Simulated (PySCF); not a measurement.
# Field gradients at the hydrogen positions

Species: C8H9F.
Cartesian coordinates in Å at the GFN2-xTB level; atoms count from 1:
```xyz
18
C8H9F angstrom
C      1.965   -0.426    1.523
C      0.871   -0.133    0.828
C      0.463    0.981   -0.042
C      1.034    2.083   -0.493
C     -0.904    0.349   -0.264
C     -1.231   -0.054   -1.694
F     -1.616    1.039   -2.432
C     -0.430   -0.789    0.627
C     -0.981   -1.920    1.031
H      2.034   -1.325    2.111
H      2.822    0.225    1.522
H      0.512    2.755   -1.153
H      2.042    2.348   -0.221
H     -1.736    0.928    0.144
H     -0.357   -0.485   -2.195
H     -2.066   -0.763   -1.720
H     -1.980   -2.202    0.742
H     -0.451   -2.604    1.672
```

Level: PBE0/pcSseg-1 (PySCF, non-relativistic); Q(2H) = 0.00286 b; rigid geometry, the same for H and D, with no vibrational averaging.

Question: Rank these positions by the coupling χzz of a deuteron there, largest first.
A. H14 (methine hydrogen)
B. H15 (methylene hydrogen)
C. H11 (vinylic hydrogen)

Answer: C (227 kHz), A (202 kHz), B (192 kHz).

What are Vzz, η and χzz (234.96 MHz × Q × Vzz) at all hydrogens?

```json
{"atom": "H10", "bonded to": "C1", "bond length (Å)": "1.077", "Vzz (au)": "0.3374", "η": "0.05", "χzz (kHz)": "227"}
{"atom": "H11", "bonded to": "C1", "bond length (Å)": "1.076", "Vzz (au)": "0.3376", "η": "0.05", "χzz (kHz)": "227"}
{"atom": "H12", "bonded to": "C4", "bond length (Å)": "1.077", "Vzz (au)": "0.3346", "η": "0.04", "χzz (kHz)": "225"}
{"atom": "H13", "bonded to": "C4", "bond length (Å)": "1.077", "Vzz (au)": "0.3373", "η": "0.05", "χzz (kHz)": "227"}
{"atom": "H14", "bonded to": "C5", "bond length (Å)": "1.093", "Vzz (au)": "0.3013", "η": "0.02", "χzz (kHz)": "202"}
{"atom": "H15", "bonded to": "C6", "bond length (Å)": "1.095", "Vzz (au)": "0.2863", "η": "0.07", "χzz (kHz)": "192"}
{"atom": "H16", "bonded to": "C6", "bond length (Å)": "1.096", "Vzz (au)": "0.2880", "η": "0.07", "χzz (kHz)": "194"}
{"atom": "H17", "bonded to": "C9", "bond length (Å)": "1.077", "Vzz (au)": "0.3369", "η": "0.05", "χzz (kHz)": "226"}
{"atom": "H18", "bonded to": "C9", "bond length (Å)": "1.077", "Vzz (au)": "0.3379", "η": "0.05", "χzz (kHz)": "227"}
```

How does χzz go with the bond length over the 9 C–H bonds?

A straight-line fit has a slope of -17.1 kHz for each 0.01 Å, with a correlation coefficient of -0.99, over lengths from 1.076 to 1.096 Å. The longer bonds have the smaller couplings here.

One conformer (not necessarily the lowest) at the GFN2-xTB geometry, without solvent, vibrations or thermal averaging. GFN2-xTB bond lengths can be off by several hundredths of an ångström, more for odd bonds, and the gradients follow them. A larger basis could move these couplings by a tenth or more.
